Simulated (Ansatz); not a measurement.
The same hydrogenolysis along the group B, Al, In.

Program: Ansatz. Geometries: PBE0-D4/def2-TZVP. ΔE: electronic, gas phase. CBS: MP2 limit from def2 TZ/QZ plus the TZ coupled-cluster correction, frozen cores. Small cases extrapolate CCSD(T) itself. Functionals use def2-TZVPP. def2 core potentials past Kr. For In outer-core shells are correlated without core-valence functions, which leaves a few kJ/mol of doubt a bond. One conformer a species, not always the lowest.

| reaction | PBE-D4 (kJ/mol) | ωB97M-V (kJ/mol) |
| --- | --- | --- |
| `OB(O)O` + H₂ → `OBO` + H₂O | 99 | 104 |
| `[OH][Al]([OH])[OH]` + H₂ → `[OH][AlH][OH]` + H₂O | 108 | 113 |
| `[OH][In]([OH])[OH]` + H₂ → `[OH][InH][OH]` + H₂O | -5 | -10 |

(1) Give the CCSD(T)/CBS values in the same order. (An estimate is asked.)

Largest T1 diagnostic: 0.017, for `[OH][In]([OH])[OH]`.

Extrapolated directly: `OB(O)O` + H₂ → `OBO` + H₂O.

## Answers

(1) The calculation gave: 101, 114, -3 kJ/mol.
